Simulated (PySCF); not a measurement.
gallium atom (Ga), doublet.

The PySCF input:
```python
from pyscf import gto, scf, dft

mol = gto.Mole()
mol.atom = '''
    Ga    0.00000000    0.00000000    0.00000000
'''
mol.basis = 'def2-tzvp'
mol.spin = 1
mol.verbose = 4
mol.build()

mf = dft.UKS(mol)
mf.xc = 'scan'
mf.kernel()
```

Task: What does this run give for the total energy, dipole moment, HOMO energy, number of basis functions, <S^2>?

Result: 
```json
{
 "total_energy": "-1924.9635 Eh",
 "dipole_moment": "0.00 D",
 "HOMO energy": "-3.17 eV",
 "number_of_basis_functions": "48",
 "<S^2>": "0.756"
}
```

These values belong to the state on which the SCF converged, which isn't shown to be the lowest.
